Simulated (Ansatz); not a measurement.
Isolated molecules relaxed with PBE0-D4/def2-TZVP in Ansatz; ΔE leaves out vibrations. CCSD(T)/CBS is the MP2 limit (def2-TZVPP, def2-QZVPP) plus CCSD(T) − MP2 in def2-TZVPP, frozen cores. This one scheme is used for every species, atoms too. Functionals use def2-TZVPP. B3LYP here is the variant with VWN-RPA as its local correlation; programs differ in this. Open shells (•) are unrestricted, without spin–orbit coupling. Spin–orbit coupling would lower the free atoms: a little for Si.

`[SiH2]1[SiH2][SiH2][SiH2][SiH2][SiH2]1` → 12 H• + 6 Si•  (atomization)

`[SiH2]1[SiH2][SiH2][SiH2][SiH2][SiH2]1`:

```xyz
18

Si   -1.139    1.520   -1.010
Si   -0.656   -0.467   -2.158
Si    0.592   -1.910   -0.793
Si   -0.122   -1.617    1.413
Si    0.656    0.466    2.158
Si    0.669    2.007    0.390
H    -1.427    2.624   -1.968
H    -2.348    1.309   -0.165
H     0.114   -0.148   -3.393
H    -1.923   -1.141   -2.559
H     0.451   -3.320   -1.253
H     2.031   -1.533   -0.879
H     0.351   -2.707    2.312
H    -1.612   -1.612    1.432
H     2.034    0.311    2.703
H    -0.223    0.974    3.248
H     1.929    1.840   -0.389
H     0.624    3.403    0.909
```

CCSD(T)/CBS gives +55.29 eV.

(1) Another level gave +55.11 eV. Which?
A. B3LYP-D4/def2-TZVPP
B. PBE-QIDH/def2-TZVPP
C. B3LYP/def2-TZVPP
D. CCSD/def2-TZVPP

Largest T1 diagnostic among the species: 0.015.

## Answers

(1) A. B3LYP-D4 55.11, B3LYP 54.00, PBE-QIDH 54.58, CCSD/def2-TZVPP 53.22 eV.

The D4 term adds +1.11 eV with B3LYP and +0.60 eV with PBE0; it sums over pairs of atoms, weighted by their polarisabilities, and B3LYP, whose exchange is more repulsive, gets the larger term. At CCSD(T), def2-SVP lies −4.01 eV from the extrapolated value and def2-TZVPP −1.49 eV: correlation converges slowly with the basis, and small sets miss more of it in the bonded molecule than in its fragments. In def2-TZVPP, CCSD(T) changes the Hartree–Fock value by +11.86 eV (the triples alone add +0.58 eV) and MP2 by +11.13 eV; breaking electron pairs costs correlation energy, which Hartree–Fock lacks.

For atomizations the MP2-based limit and the directly extrapolated one differ by several kJ/mol either way, and by 10 to 25 for some Ge, Se and Sn compounds, so smaller differences from it don't rank the levels.
